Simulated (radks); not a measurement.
Problem. The ytterbium ion Yb3+, configuration [Xe] 4f13. Method: non-relativistic Kohn-Sham, B86b exchange with PBE correlation, spin-polarised, spherical densities, point nucleus; open shells are filled with parallel spins first (spin-orbit coupling, left out, can overturn this in heavy ions); relativity is left out, which matters for an element this heavy; computed with a radial shooting solver on a logarithmic mesh with Libxc functionals. Some entries of the table are withheld. Estimate them.

orbital  occ.  eigenvalue (hartree)  r(max) (bohr)  <1/r> (bohr^-1)
1s down     1             -2087.150        0.01436            69.46
1s up       1             -2087.150        0.01436            69.46
2s up       1             -339.4896        0.07839            16.24
2s down     1             -339.4888        0.07839            16.24
2p up       3             -324.5584        0.06093            16.27
2p down     3             -324.5579        0.06093            16.27
3s up       1             -76.84614         0.2164            6.200
3s down     1             -76.82420         0.2164            6.201
3p up       3             -70.03035         0.2043            6.147
3p down     3             -70.01049         0.2043            6.148
3d up       5             -57.33049         0.1619            6.061
3d down     5             -57.31638         0.1619            6.062
4s up       1             -15.64573         0.4900            2.655
4s down     1             -15.61089         0.4900            2.654
4p up       3             -12.87265         0.4924            2.560
4p down     3             -12.83800         0.4924            2.559
4d up       5              -7.86432         0.4927            2.354
4d down     5              -7.83000         0.4928            2.353
5s up       1              -2.78542          1.152            1.016
5s down     1              -2.77313          1.154            1.014
5p up       3              -2.03023          1.253           0.9029
5p down     3              -2.02068          1.256           0.9000
4f up       7              -1.52513            (1)              (2)
4f down     6              -1.49368            (3)              (4)
5d up       0              -0.95001          1.645           0.6324
5d down     0              -0.94599          1.651           0.6296
6s up       0              -0.82866          2.833           0.4142
6s down     0              -0.82708          2.839           0.4135

Solution. 
(1) 4f up r(max) (bohr): 0.4723
(2) 4f up <1/r> (bohr^-1): 1.846
(3) 4f down r(max) (bohr): 0.4727
(4) 4f down <1/r> (bohr^-1): 1.840
